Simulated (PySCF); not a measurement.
In(Me)3(AsH3) (C3H12AsIn), SMILES [CH3][In]([CH3])([CH3])<-[AsH3] (connectivity only; charge and spin as stated), neutral, multiplicity 1.

Geometry: B3LYP-D3(BJ)/def2-SVP. The isomer is the one that the SMILES or the coordinates give; other isomers of the formula were not compared. The def2 effective core potentials stand for the cores of In; spin–orbit coupling is left out. One conformer was computed; it need not be the lowest.

All values below come from PySCF with C-PCM-PBE0/def2-SVP.

The values are the electrostatic part of the solvation free energy, E(continuum) − E(gas) at the gas-phase geometry, in a cavity of scaled van der Waals radii (PySCF's table); cavitation and dispersion terms are not included. A continuum can't describe solvent molecules that bind to the metal. In vacuum the orbital gap is 6.69 eV. The dipole moment in vacuum is 2.46 D.

| solvent | ε | ΔG(elec) (kcal/mol) | dipole (D) | gap (eV) |
|---|---|---|---|---|
| water | 78.36 | -3.2 | 3.14 | 7.00 |
| benzene | 2.27 | -1.8 | 2.80 | 6.87 |
| N,N-dimethylformamide | 37.22 | -3.2 | 3.13 | 6.99 |
